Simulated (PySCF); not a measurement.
C2H5BeCl, SMILES C[CH2][Be][Cl]. Geometry optimised at TPSSh-D3(BJ)/def2-SVP. One conformer was computed; it need not be the lowest.

Level of theory: TPSSh-D3(BJ)/def2-SVP in PySCF.

Harmonic wavenumbers (cm⁻¹): 104, 151, 279, 362, 470, 615, 924, 955, 992, 1106, 1247, 1266, 1406, 1429, 1494, 1504, 2987, 3019, 3025, 3093, 3102. Rotational constants (GHz): 26.34, 1.917, 1.828; symmetry number 1.

### Question
Work out the zero-point energy and the ideal-gas rigid-rotor harmonic-oscillator thermochemistry at 298.15 K and 1 atm.

### Answer
ZPE = ½ Σ hcν = ½ × 29529 cm⁻¹ = 42.21 kcal/mol. H − E(el) = 46.32 kcal/mol. Entropy in cal/(mol K): translation 38.80, rotation 25.66, vibration 10.37, total 74.83. G − E(el) = 24.01 kcal/mol. Cp = 19.63 cal/(mol K). Modes under 150 cm⁻¹ make the vibrational entropy uncertain.
